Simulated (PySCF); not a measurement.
C₉H₁₀.
Numbering: `[cH:1]1[cH:2][cH:3][c:4]([CH:5]2[CH2:6][CH2:7]2)[cH:8][cH:9]1` (hydrogens: H10 on C1; H11 on C2; H12 on C3; H13 on C5; H14, H15 on C6; H16, H17 on C7; H18 on C8; H19 on C9)

The same species was optimised twice, with GFN2-xTB and with PBE0-D3(BJ)/def2-SVP (PySCF), and the same property calculations (PySCF, gas phase) were run on both structures.

```csv
coordinate,GFN2-xTB,PBE0-D3(BJ)/def2-SVP,change
C2–C3 (Å),1.383,1.394,+0.011
C1–C9 (Å),1.384,1.395,+0.011
C4–C8 (Å),1.392,1.402,+0.010
C8–C9 (Å),1.383,1.392,+0.009
C1–C2 (Å),1.384,1.393,+0.009
C3–C4 (Å),1.392,1.400,+0.008
C4–C5 (Å),1.479,1.486,+0.007
C5–C6 (Å),1.507,1.508,+0.001
C5–C7 (Å),1.507,1.508,+0.001
C6–C7 (Å),1.492,1.491,-0.001
C4–C5–C7 (°),121.1,121.4,+0.3
C3–C4–C8 (°),118.3,118.1,-0.2
C4–C5–C6 (°),121.1,121.3,+0.2
C4–C8–C9 (°),120.7,121.0,+0.3
C3–C4–C5 (°),119.4,119.6,+0.2
C2–C1–C9 (°),119.5,119.3,-0.2
C2–C3–C4 (°),121.0,121.1,+0.1
C1–C2–C3 (°),120.1,120.2,+0.1
C3–C4–C5–C6 (°),-145,-145,0
```

Rotational constants: A = 4291, B = 1122, C = 955.6 MHz (GFN2-xTB) against A = 4245, B = 1108, C = 943.4 MHz (PBE0-D3(BJ)/def2-SVP). Point groups within 0.08 Å: Cs and Cs. Atoms that the bonding makes alike are paired by their places after alignment.

On the GFN2-xTB structure: HOMO (eV) -6.69 [PBE0/pcSseg-1]; LUMO (eV) -0.14 [PBE0/pcSseg-1]; dipole (D) 0.55 [PBE0/pcSseg-1]; GIAO shielding of C1 (ppm) 56.4 [PBE0/pcSseg-1]; GIAO shielding of C2/C9 (mean) (ppm) 53.0 [PBE0/pcSseg-1]; GIAO shielding of C3/C8 (mean) (ppm) 57.3 [PBE0/pcSseg-1]; GIAO shielding of C4 (ppm) 36.1 [PBE0/pcSseg-1]; GIAO shielding of C5 (ppm) 167.9 [PBE0/pcSseg-1]; GIAO shielding of C6/C7 (mean) (ppm) 172.3 [PBE0/pcSseg-1].

Problem. What do these properties become on the PBE0-D3(BJ)/def2-SVP structure?

Solution. 
```json
{"property": "HOMO (eV)", "level": "PBE0/pcSseg-1", "on GFN2-xTB": "-6.69", "on PBE0-D3(BJ)/def2-SVP": "-6.68", "change": "+0.01"}
{"property": "LUMO (eV)", "level": "PBE0/pcSseg-1", "on GFN2-xTB": "-0.14", "on PBE0-D3(BJ)/def2-SVP": "-0.20", "change": "-0.06"}
{"property": "dipole (D)", "level": "PBE0/pcSseg-1", "on GFN2-xTB": "0.55", "on PBE0-D3(BJ)/def2-SVP": "0.55", "change": "0.00"}
{"property": "energy, GFN2-xTB geometry as zero (kcal/mol)", "level": "PBE0/pcSseg-1", "on GFN2-xTB": "0.0", "on PBE0-D3(BJ)/def2-SVP": "-0.3", "change": "-0.3"}
{"property": "GIAO shielding of C1 (ppm)", "level": "PBE0/pcSseg-1", "on GFN2-xTB": "56.4", "on PBE0-D3(BJ)/def2-SVP": "53.7", "change": "-2.7"}
{"property": "GIAO shielding of C2/C9 (mean) (ppm)", "level": "PBE0/pcSseg-1", "on GFN2-xTB": "53.0", "on PBE0-D3(BJ)/def2-SVP": "50.6", "change": "-2.4"}
{"property": "GIAO shielding of C3/C8 (mean) (ppm)", "level": "PBE0/pcSseg-1", "on GFN2-xTB": "57.3", "on PBE0-D3(BJ)/def2-SVP": "54.9", "change": "-2.4"}
{"property": "GIAO shielding of C4 (ppm)", "level": "PBE0/pcSseg-1", "on GFN2-xTB": "36.1", "on PBE0-D3(BJ)/def2-SVP": "33.8", "change": "-2.3"}
{"property": "GIAO shielding of C5 (ppm)", "level": "PBE0/pcSseg-1", "on GFN2-xTB": "167.9", "on PBE0-D3(BJ)/def2-SVP": "166.9", "change": "-1.0"}
{"property": "GIAO shielding of C6/C7 (mean) (ppm)", "level": "PBE0/pcSseg-1", "on GFN2-xTB": "172.3", "on PBE0-D3(BJ)/def2-SVP": "170.1", "change": "-2.2"}
```

The heavy atoms differ by 0.013 Å rms after alignment (one structure mirrored). Among bonds between heavy atoms C1–C9, C2–C3 and C4–C8 change most and about equally (+0.010 to +0.011 Å). Changes are differences of the printed values. Neither structure is proved a minimum here.

Conformer computed: `[cH:1]1[cH:2][cH:3][c:4]([CH:5]2[CH2:6][CH2:7]2)[cH:8][cH:9]1`: C3–C4–C5–C6 -145°.
